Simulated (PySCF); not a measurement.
## XPS shifts beside NMR shieldings

Species: C3H10B2.
SMILES with atom numbers: `[BH2:1][CH2:2][BH:3][CH2:4][CH3:5]`

Binding energies: delta-SCF UKS SCAN, pcX-2 on the ionised atom, pcseg-1 elsewhere, spin-free X2C in PySCF 2.14.0. Shieldings: GIAO CAM-B3LYP/pcSseg-2, non-relativistic, same geometry.

| atom | C 1s (eV) |
| --- | --- |
| C2 | 289.88 |
| C4 | 290.16 |
| C5 | 290.55 |

Task: What are the absolute isotropic shieldings of these atoms?

Result: 
| atom | environment | C 1s (eV) | isotropic shielding (ppm) |
| --- | --- | --- | --- |
| C2 | sp3 carbon bound to boron | 289.88 | 121.3 |
| C4 | sp3 carbon bound to boron | 290.16 | 152.5 |
| C5 | methyl carbon | 290.55 | 169.9 |

Task: Among the listed atoms, is the one with the highest binding energy also the least shielded?

Result: No. The highest binding energy is at C5 (290.55 eV, shielding 169.9 ppm), the lowest shielding at C2 (121.3 ppm, 289.88 eV).

By binding energy: C2 < C4 < C5. By shielding: C2 < C4 < C5.

Geometry: PBE0-D3(BJ)/def2-SVP, one conformer, isolated molecule.

Conformer computed: `[BH2:1][CH2:2][BH:3][CH2:4][CH3:5]`: B1–C2–B3–C4 -118°, C2–B3–C4–C5 168°.
